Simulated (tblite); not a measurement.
Parent: `[CH3:1][C:2]([CH3:3])([CH:4]=[O:5])[SiH2:6][SiH3:7]` with C1–C2–C4–O5 -56°, C1–C2–Si6–Si7 68°, C4H12OSi2.

The geometries are computed with GFN2-xTB (gas phase). One conformer each, not checked by frequencies here.

```json
{"coordinate of the parent": "C1–C2", "value": "1.530 Å"}
{"coordinate of the parent": "C2–C3", "value": "1.521 Å"}
{"coordinate of the parent": "C2–C4", "value": "1.472 Å"}
{"coordinate of the parent": "C4=O5", "value": "1.212 Å"}
{"coordinate of the parent": "C2–Si6", "value": "1.951 Å"}
{"coordinate of the parent": "Si6–Si7", "value": "2.314 Å"}
{"coordinate of the parent": "C1–C2–C3", "value": "110.8°"}
{"coordinate of the parent": "C1–C2–C4", "value": "110.4°"}
{"coordinate of the parent": "C1–C2–Si6", "value": "107.7°"}
{"coordinate of the parent": "C3–C2–C4", "value": "112.6°"}
{"coordinate of the parent": "C3–C2–Si6", "value": "113.0°"}
{"coordinate of the parent": "C4–C2–Si6", "value": "102.0°"}
{"coordinate of the parent": "C2–C4–O5", "value": "124.3°"}
{"coordinate of the parent": "C2–Si6–Si7", "value": "107.4°"}
```

Task: How does the shared frame change in `[CH3:1][C:2]([CH3:3])([CH:4]=[O:5])[SiH2:6][SiH2:7][NH:8][SiH3:9]` with C1–C2–C4–O5 -157°, C1–C2–Si6–Si7 172°, C2–Si6–Si7–N8 60°, Si6–Si7–N8–Si9 159°, C4H15NOSi3? Atoms pair as C1 = C3, C2 = C2, C3 = C1, C4 = C4, O5 = O5, Si6 = Si6, Si7 = Si7 (parent first).

Result: 
```csv
parent,relative,value in the relative,change
C1–C2,C3–C2,1.525 Å,-0.005
C2–C3,C2–C1,1.523 Å,+0.002
C2–C4,C2–C4,1.469 Å,-0.003
C4=O5,C4=O5,1.212 Å,0.000
C2–Si6,C2–Si6,1.960 Å,+0.009
Si6–Si7,Si6–Si7,2.312 Å,-0.002
C1–C2–C3,C3–C2–C1,111.5°,+0.7
C1–C2–C4,C3–C2–C4,111.9°,+1.5
C1–C2–Si6,C3–C2–Si6,108.4°,+0.7
C3–C2–C4,C1–C2–C4,112.3°,-0.3
C3–C2–Si6,C1–C2–Si6,110.4°,-2.6
C4–C2–Si6,C4–C2–Si6,102.0°,0.0
C2–C4–O5,C2–C4–O5,125.9°,+1.6
C2–Si6–Si7,C2–Si6–Si7,113.1°,+5.7
```

Of the parent's bonds, C2–Si6 changes most (+0.009 Å). Bonds of the relative outside the shared frame: Si7–N8 1.725, N8–Si9 1.734 Å. Point group C1 → C1.

Task: How does the shared frame change in `[CH3:1][CH2:2][SiH2:3][SiH2:4][C:5]([CH3:6])([CH3:7])[CH:8]=[O:9]` with C1–C2–Si3–Si4 178°, C2–Si3–Si4–C5 162°, Si3–Si4–C5–C6 170°, Si4–C5–C8–O9 -60°, C6H16OSi2? Atoms pair as C1 = C7, C2 = C5, C3 = C6, C4 = C8, O5 = O9, Si6 = Si4, Si7 = Si3 (parent first).

Result: 
| parent | relative | value in the relative | change |
| --- | --- | --- | --- |
| C1–C2 | C7–C5 | 1.529 Å | -0.001 |
| C2–C3 | C5–C6 | 1.521 Å | 0.000 |
| C2–C4 | C5–C8 | 1.470 Å | -0.002 |
| C4=O5 | C8=O9 | 1.213 Å | +0.001 |
| C2–Si6 | C5–Si4 | 1.950 Å | -0.001 |
| Si6–Si7 | Si4–Si3 | 2.321 Å | +0.007 |
| C1–C2–C3 | C7–C5–C6 | 110.7° | -0.1 |
| C1–C2–C4 | C7–C5–C8 | 110.8° | +0.4 |
| C1–C2–Si6 | C7–C5–Si4 | 107.9° | +0.2 |
| C3–C2–C4 | C6–C5–C8 | 112.6° | 0.0 |
| C3–C2–Si6 | C6–C5–Si4 | 112.8° | -0.2 |
| C4–C2–Si6 | C8–C5–Si4 | 101.5° | -0.5 |
| C2–C4–O5 | C5–C8–O9 | 124.5° | +0.2 |
| C2–Si6–Si7 | C5–Si4–Si3 | 106.8° | -0.6 |

Of the parent's bonds, Si6–Si7 changes most (+0.007 Å). Bonds of the relative outside the shared frame: C1–C2 1.522, C2–Si3 1.913 Å. Point group C1 → C1.

Task: How does the shared frame change in `[CH2:1]=[N:2][SiH2:3][SiH2:4][C:5]([CH3:6])([CH3:7])[CH:8]=[O:9]` with C1–N2–Si3–Si4 112°, N2–Si3–Si4–C5 -82°, Si3–Si4–C5–C6 180°, Si4–C5–C8–O9 -83°, C5H13NOSi2? Atoms pair as C1 = C7, C2 = C5, C3 = C6, C4 = C8, O5 = O9, Si6 = Si4, Si7 = Si3 (parent first).

Result: 
```csv
parent,relative,value in the relative,change
C1–C2,C7–C5,1.526 Å,-0.004
C2–C3,C5–C6,1.523 Å,+0.002
C2–C4,C5–C8,1.473 Å,+0.001
C4=O5,C8=O9,1.210 Å,-0.002
C2–Si6,C5–Si4,1.956 Å,+0.005
Si6–Si7,Si4–Si3,2.311 Å,-0.003
C1–C2–C3,C7–C5–C6,111.4°,+0.6
C1–C2–C4,C7–C5–C8,111.4°,+1.0
C1–C2–Si6,C7–C5–Si4,108.6°,+0.9
C3–C2–C4,C6–C5–C8,112.5°,-0.1
C3–C2–Si6,C6–C5–Si4,110.8°,-2.2
C4–C2–Si6,C8–C5–Si4,101.7°,-0.3
C2–C4–O5,C5–C8–O9,125.6°,+1.3
C2–Si6–Si7,C5–Si4–Si3,111.1°,+3.7
```

Of the parent's bonds, C1–C2 and C2–Si6 change most and about equally (-0.004 to +0.005 Å). Bonds of the relative outside the shared frame: C1=N2 1.249, N2–Si3 1.714 Å. Point group C1 → C1.

Task: How does the shared frame change in `[CH3:1][C:2]([CH3:3])([CH:4]=[O:5])[SiH2:6][SiH2:7][Cl:8]` with C1–C2–C4–O5 -175°, C1–C2–Si6–Si7 -174°, C2–Si6–Si7–Cl8 100°, C4H11ClOSi2? Atoms pair as C1 = C3, C2 = C2, C3 = C1, C4 = C4, O5 = O5, Si6 = Si6, Si7 = Si7 (parent first).

Result: 
| parent | relative | value in the relative | change |
| --- | --- | --- | --- |
| C1–C2 | C3–C2 | 1.530 Å | 0.000 |
| C2–C3 | C2–C1 | 1.522 Å | +0.001 |
| C2–C4 | C2–C4 | 1.479 Å | +0.007 |
| C4=O5 | C4=O5 | 1.209 Å | -0.003 |
| C2–Si6 | C2–Si6 | 1.947 Å | -0.004 |
| Si6–Si7 | Si6–Si7 | 2.319 Å | +0.005 |
| C1–C2–C3 | C3–C2–C1 | 110.7° | -0.1 |
| C1–C2–C4 | C3–C2–C4 | 110.5° | +0.1 |
| C1–C2–Si6 | C3–C2–Si6 | 108.3° | +0.6 |
| C3–C2–C4 | C1–C2–C4 | 112.4° | -0.2 |
| C3–C2–Si6 | C1–C2–Si6 | 112.1° | -0.9 |
| C4–C2–Si6 | C4–C2–Si6 | 102.6° | +0.6 |
| C2–C4–O5 | C2–C4–O5 | 124.4° | +0.1 |
| C2–Si6–Si7 | C2–Si6–Si7 | 109.9° | +2.5 |

Of the parent's bonds, C2–C4 changes most (+0.007 Å). Bonds of the relative outside the shared frame: Si7–Cl8 2.016 Å. Point group C1 → C1.

Task: How does the shared frame change in `[CH3:1][C:2]([CH3:3])([CH:4]=[O:5])[SiH2:6][SiH2:7][C:8](=[O:9])[OH:10]` with C1–C2–C4–O5 179°, C1–C2–Si6–Si7 -165°, C2–Si6–Si7–C8 83°, Si6–Si7–C8–O9 18°, Si7–C8–O10–H 178°, C5H12O3Si2? Atoms pair as C1 = C3, C2 = C2, C3 = C1, C4 = C4, O5 = O5, Si6 = Si6, Si7 = Si7 (parent first).

Result: 
| parent | relative | value in the relative | change |
| --- | --- | --- | --- |
| C1–C2 | C3–C2 | 1.532 Å | +0.002 |
| C2–C3 | C2–C1 | 1.521 Å | 0.000 |
| C2–C4 | C2–C4 | 1.474 Å | +0.002 |
| C4=O5 | C4=O5 | 1.214 Å | +0.002 |
| C2–Si6 | C2–Si6 | 1.956 Å | +0.005 |
| Si6–Si7 | Si6–Si7 | 2.319 Å | +0.005 |
| C1–C2–C3 | C3–C2–C1 | 110.8° | 0.0 |
| C1–C2–C4 | C3–C2–C4 | 109.8° | -0.6 |
| C1–C2–Si6 | C3–C2–Si6 | 107.5° | -0.2 |
| C3–C2–C4 | C1–C2–C4 | 112.6° | 0.0 |
| C3–C2–Si6 | C1–C2–Si6 | 113.2° | +0.2 |
| C4–C2–Si6 | C4–C2–Si6 | 102.6° | +0.6 |
| C2–C4–O5 | C2–C4–O5 | 123.9° | -0.4 |
| C2–Si6–Si7 | C2–Si6–Si7 | 105.5° | -1.9 |

Of the parent's bonds, C2–Si6 and Si6–Si7 change most and about equally (+0.005 Å). Bonds of the relative outside the shared frame: Si7–C8 1.913, C8=O9 1.209, C8–O10 1.331 Å. Point group C1 → C1.
